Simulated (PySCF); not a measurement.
# Name the molecule from its bond curve

A diatomic of charge 0 contains Cs. Its doublet curve at PBE0 in a triple-zeta basis (spin-free X2C with a Gaussian nucleus, PySCF), in eV from the separated fragments:

| R (Å) | E (eV) |
| --- | --- |
| 1.961 | -2.608 |
| 2.052 | -2.885 |
| 2.143 | -3.042 |
| 2.212 | -3.099 |
| 2.280 | -3.115 |
| 2.348 | -3.099 |
| 2.440 | -3.038 |
| 2.554 | -2.917 |
| 2.690 | -2.732 |
| 2.873 | -2.455 |

The fit gives ωe = 366 cm⁻¹ and the rotational constant Bₑ = 0.2276 cm⁻¹.

Problem. Which atom is the partner?

Solution. The minimum lies at 2.278 Å, so the reduced mass is 16.8576 u Å² cm⁻¹/(Bₑ·Re²) = 14.27 u. With Cs at 132.91 u the partner weighs about 16.0 u: O. The molecule is CsO.

Spin–orbit coupling is left out. The state was picked by a PBE0 search and need not be the measured ground state.
